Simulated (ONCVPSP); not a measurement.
# u(r) = r·R(r): atom against pseudo-atom (rubidium)

Columns: radius, all-electron u(r) and pseudo u(r) of the 4p shell (level -16.02 eV) of rubidium in the configuration [Ar] 3d10 4s2 4p6 5s1; PW91, scalar-relativistic, ONCV scheme, ONCVPSP 4.0.1.

| r (bohr) | all-electron | pseudo |
| --- | --- | --- |
| 0.125 | 0.2077 | 0.0171 |
| 0.250 | -0.2191 | 0.0668 |
| 0.375 | -0.4046 | 0.1443 |
| 0.500 | -0.2859 | 0.2423 |
| 0.625 | -0.0341 | 0.3522 |
| 0.750 | 0.2326 | 0.4647 |
| 0.875 | 0.4600 | 0.5709 |
| 1.000 | 0.6309 | 0.6630 |
| 1.125 | 0.7461 | 0.7356 |
| 1.250 | 0.8130 | 0.7854 |
| 1.375 | 0.8409 | 0.8118 |
| 1.500 | 0.8391 | 0.8163 |
| 1.625 | 0.8160 | 0.8014 |
| 1.750 | 0.7786 | 0.7709 |
| 1.875 | 0.7320 | 0.7289 |
| 2.000 | 0.6805 | 0.6795 |
| 2.125 | 0.6268 | 0.6266 |
| 2.250 | 0.5732 | 0.5732 |
| 2.375 | 0.5211 | 0.5210 |
| 2.500 | 0.4714 | 0.4713 |
| 2.625 | 0.4247 | 0.4246 |
| 2.750 | 0.3813 | 0.3813 |
| 2.875 | 0.3414 | 0.3414 |
| 3.000 | 0.3050 | 0.3050 |
| 3.125 | 0.2719 | 0.2719 |
| 3.250 | 0.2420 | 0.2420 |

How many radial nodes do the two functions have?

The all-electron 4p function has n − l − 1 = 2; the pseudo-wave has 0, since the states of the same l below it are removed with the core.

At about which radius was the pseudo-wave matched?

2.50 bohr. The columns agree to 0.0005 from 2.12 bohr on; several derivatives are matched, so the curves merge somewhat inside the radius.

Is the pseudo-wave norm-conserving?

Yes: the ONCV scheme keeps the norm inside the radius equal to the all-electron one, which fixes the energy derivative of the logarithmic derivative at the level.
